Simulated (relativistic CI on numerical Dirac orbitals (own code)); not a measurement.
**Electric-dipole transitions in Mo⁷⁺**

Computed by Dirac-Coulomb-Breit CI, separate exchange-only KLI orbitals for each configuration, model QED, valence Slater integrals scaled by 0.9, configuration energies shifted to the measured levels that pair with them (semi-empirical) (own radial code, finite nucleus).

Configurations in the expansion (outside the closed core [Ar] 3d10): 4s2.4p5, 4s.4p6, 4s2.4p4.4d, 4s2.4p4.5s, 4s2.4p4.5d, 4s2.4p4.6s, 4s2.4p4.6d, 4s2.4p3.4d2, 4s.4p5.4d, 4s2.4p4.4f, 4p5.4d2, 4s.4p5.4f, 4s2.4p3.4f2, 4p6.4d, 4s2.4p4.5p, 4s2.4p3.4d.5s, 4s.4p4.4d2, 4s2.4p3.4d.5p, 4p6.5s, 4s2.4p3.4d.4f, 4s.4p5.5s, 4s2.4p3.5s2, 4p5.4f2, 4p6.5p, 4s.4p4.4d.5s, 4p6.4f, 4s.4p5.5p, 4s2.4p4.6p, 4s2.4p3.5s.5p, 4s2.4p4.5f. Levels of other configurations are missing.

```csv
λ vac (Å),Lower,Upper,A (s⁻¹),E lower (eV),E upper (eV)
118.78,4s2.4p5 2P°_1/2 [2],4s2.4p4.6s 2S_1/2 [355],8.44e+09,2.857,107.235
120.98,4s2.4p5 2P°_3/2 [1],4s2.4p4.6s 2D_5/2 [286],7.97e+09,0.000,102.483
123.12,4s2.4p5 2P°_3/2 [1],4s2.4p4.6s 2P_1/2 [280],1.16e+10,0.000,100.698
123.45,4s2.4p5 2P°_3/2 [1],4s2.4p4.6s 4P_3/2 [278],5.76e+09,0.000,100.432
124.40,4s2.4p5 2P°_1/2 [2],4s2.4p4.6s 2D_3/2 [288],1.26e+10,2.857,102.521
126.31,4s2.4p5 2P°_3/2 [1],4s2.4p4.6s 2P_3/2 [266],2.38e+10,0.000,98.158
126.72,4s2.4p5 2P°_1/2 [2],4s2.4p4.6s 2P_1/2 [280],1.73e+10,2.857,100.698
427.61,4s2.4p5 2P°_3/2 [1],4s.4p6 2S_1/2 [3],7.06e+09,0.000,28.995
474.36,4s2.4p5 2P°_1/2 [2],4s.4p6 2S_1/2 [3],2.61e+09,2.857,28.995
```

Terms are leading LS components. Brackets give the number of a level in order of energy, since labels repeat. The list gives strong lines, with weight on those to low levels, without configurations that were not tied to measured data, without lines whose two gauges differ by over a factor of 2.5, among the lowest 400 of 1773 levels, so that lines to higher ones, which can be the strongest, are missing. Levels whose partners in the same complex of configurations lie outside the list can be far off, and so can their lines. Rates are taken at the computed energies, electric ones in the length gauge.

Configurations whose levels could be paired with our table of measured levels were shifted onto them, all but the ground configuration, by the median error of their levels; single terms can still be off by 1,000 to 2,000 cm⁻¹ or more, and rates follow the energies as ν³ (E1, M1) or ν⁵ (E2). The others borrow a shift and can be off by several thousand cm⁻¹ or more. 7 of the 12 excited levels that our extract of the measured tables holds in this range could be paired (the sources list more); they are missed by 351 cm⁻¹ on average and 2109 at most, after the shifts were fitted to these levels, and levels without a partner can miss by more.

LS names give the leading component of a level, which can be under half, so a name can repeat, a term be missing and a line seem to break the LS rules.
